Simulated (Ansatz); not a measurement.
Geometry optimisation, Ansatz, RKS PBE/def2-SVP.

Input:

```yaml
crystal:
  periodic: [false, false, false]
  atoms:
    - { symbol: Zn, position_ang: [0.296684, 0.0, 0.001732] }
    - { symbol: Cl, position_ang: [0.541033, 0.0, 2.19503] }
    - { symbol: Cl, position_ang: [0.278473, 0.0, -2.102246] }
    - { symbol: Br, position_ang: [-3.137659, 0.0, 1.11907] }
    - { symbol: H, position_ang: [-2.024232, 0.0, 2.143213] }
basis:
  gaussian: { orbitals: def2-SVP }
hamiltonian:
  xc: pbe
relax:
  f_tol: 0.03
  max_steps: 50
output:
  orbitals: {}
```

Launched with:

```bash
$ ansatz run input.yaml --threads 2 --pin off --max-ram 3072MiB --backend cpu --events-out ev --progress --plain --runs-dir out
```

Q: Where does it end, and by what steps?

A: It converged. After 7 steps the energy has fallen by 0.204 eV; Br4 moved furthest, 0.41 Å. Joined: Zn1–Br4 (3.61 → 2.79 Å).

| step | energy less start (eV) | largest force component (eV/Å) | accepted |
| --- | --- | --- | --- |
| 0 | 0.0000 | 1.072 | yes |
| 1 | -0.1323 | 0.234 | yes |
| 2 | -0.1707 | 0.362 | yes |
| 3 | -0.1919 | 0.167 | yes |
| 4 | -0.2025 | 0.104 | yes |
| 5 | -0.2036 | 0.036 | yes |
| 6 | -0.2043 | 0.064 | yes |
| 7 | -0.2045 | 0.021 | yes |

```xyz
5
Properties=species:S:1:pos:R:3
Zn -0.096 0.000 0.117
Cl 0.431 0.000 2.226
Cl 0.187 0.000 -1.980
Br -2.764 0.000 0.939
H -1.803 0.000 2.055
```

Whether the end is a true minimum wasn't checked by a vibrational analysis.

The run took 6 s on 2 threads of AMD EPYC 9R45 96-Core Processor (Zen 5), with other jobs on the host, peak memory 0.18 GiB.
